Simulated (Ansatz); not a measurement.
Born–Oppenheimer molecular dynamics of AlFH₅NOSi (10 atoms, charge 0, multiplicity 1). It goes on from the last frame of an earlier run, with new velocities.

Level of theory: RKS PBE-D4/STO-3G in Ansatz.

```yaml
ensemble: NVT, Langevin thermostat
time_step: 0.5 fs
steps_asked: 100
set_temperature: 500 K
friction: 0.01 /fs
seed: 152705
```

First frame:

```xyz
10
Properties=species:S:1:pos:R:3
Al -0.092 -0.129 0.022
O 0.082 -0.456 1.620
Si -1.340 -0.610 2.537
H -1.766 -2.104 2.444
H -0.965 -0.687 3.943
H -2.417 0.232 2.164
F 1.382 -0.026 -0.753
N -1.647 0.312 -0.487
H -2.210 0.489 0.329
H -1.815 0.588 -1.459
```

Task: How far do the bonds stretch over the last three quarters of this one trajectory? (Pairs bonded in most of those frames.)

Result: 
| bond | mean (Å) | spread (Å) | shortest | longest |
| --- | --- | --- | --- | --- |
| Al1–O2 | 1.749 | 0.018 | 1.71 | 1.77 |
| Al1–F7 | 1.656 | 0.055 | 1.58 | 1.74 |
| Al1–N8 | 1.828 | 0.017 | 1.77 | 1.85 |
| O2–Si3 | 1.743 | 0.042 | 1.68 | 1.81 |
| Si3–H4 | 1.473 | 0.067 | 1.37 | 1.57 |
| Si3–H5 | 1.468 | 0.011 | 1.45 | 1.49 |
| Si3–H6 | 1.473 | 0.040 | 1.41 | 1.53 |
| N8–H9 | 1.073 | 0.037 | 1.00 | 1.13 |
| N8–H10 | 1.081 | 0.048 | 0.99 | 1.16 |

Mean temperature of the second half: 508 K. A run of 0.05 ps of so small a system gives no equilibrium averages. Limits of this set-up: minimal basis.

Time of the run: 3 min on 1 thread of Arm Neoverse V2 (shared host), peak memory 0.091 GiB.
